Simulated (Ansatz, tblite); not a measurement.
Cost and result up the ladder for the cluster Na5H4⁺ (the lowest singlet isomer of a short search) (9 atoms). Charge 1, multiplicity 1. Geometry: r2SCAN-D4/def2-SVP.

```xyz
9

Na   -1.350    2.421   -1.068
Na   -2.550   -1.506   -0.221
Na    2.425    1.617    0.567
Na    0.180   -0.162   -0.496
Na    1.224   -2.306    1.413
H     2.038   -0.446    0.826
H    -2.004    0.414   -0.922
H     0.660    2.083   -0.500
H    -0.623   -2.115    0.401
```

Ansatz on 4 threads of Intel Xeon 6975P-C on a shared host; xTB runs through tblite on one thread. Times are rough, summed over both states, and most runs start from the orbitals of an earlier one. No level here is sound enough to serve as a yardstick. The other state is a triplet.

The xTB rows come from tblite. The structure comes from a short search, and lower isomers may exist.

xTB has no spin-polarisation term.

```json
{"level": "PBE-D4/def2-TZVP (with forces)", "functions": "184", "vertical triplet (eV)": "3.75"}
{"level": "r2SCAN-D4/def2-TZVP", "functions": "184", "vertical triplet (eV)": "4.00"}
{"level": "GFN2-xTB", "functions": "24", "vertical triplet (eV)": "4.01"}
{"level": "GFN1-xTB", "functions": "28", "vertical triplet (eV)": "4.54"}
```

Task: Estimate how long each takes.

Result: GFN1-xTB 0.004 s; GFN2-xTB 0.005 s; PBE-D4/def2-TZVP (with forces) 7.8 s; r2SCAN-D4/def2-TZVP 7.9 s. On shared hardware such times vary by a factor of up to 3.
